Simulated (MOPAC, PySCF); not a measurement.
C₃H₆O, SMILES `C[C@@H]1CO1`, neutral singlet in the gas phase. 

Cartesian coordinates (Å):
```xyz
10

C      1.2403    -0.1645    -0.0781
C     -0.1260     0.0046     0.5189
C     -1.3339     0.0845    -0.3031
O     -0.7759     1.2608     0.2905
H      1.5231    -1.2197    -0.0978
H      1.2627     0.2228    -1.0973
H      1.9859     0.3734     0.5110
H     -0.2416    -0.3589     1.5382
H     -1.2436     0.0270    -1.3842
H     -2.2911    -0.2301     0.1019
```
Charge 0, spin multiplicity 1.

All levels are single points at this geometry (B3LYP-D3(BJ)/def2-TZVP); Pople sets use spherical d functions. Orbital energies aren't observables, and empty levels follow the basis.

PM3 in MOPAC gives HOMO (eV) = -11.33.

Task: Estimate the HOMO (eV) from each of these levels: B3LYP-D3(BJ)/def2-TZVP in PySCF; M06-2X/def2-TZVP in PySCF; B3LYP/3-21G in PySCF; B3LYP/6-311+G** in PySCF; BP86/6-31G* in PySCF; PBE/6-31G* in PySCF; SVWN5/6-31G* in PySCF; HF/6-31G* in PySCF; HF/STO-3G in PySCF; AM1 in MOPAC; PM6 in MOPAC; PM7 in MOPAC.

Result: 
| level | HOMO (eV) |
|---|---|
| B3LYP-D3(BJ)/def2-TZVP in PySCF | -7.51 |
| M06-2X/def2-TZVP in PySCF | -9.50 |
| B3LYP/3-21G in PySCF | -6.82 |
| B3LYP/6-311+G** in PySCF | -7.54 |
| BP86/6-31G* in PySCF | -5.77 |
| PBE/6-31G* in PySCF | -5.65 |
| SVWN5/6-31G* in PySCF | -5.74 |
| HF/6-31G* in PySCF | -11.71 |
| HF/STO-3G in PySCF | -9.71 |
| AM1 in MOPAC | -11.30 |
| PM6 in MOPAC | -10.24 |
| PM7 in MOPAC | -10.47 |
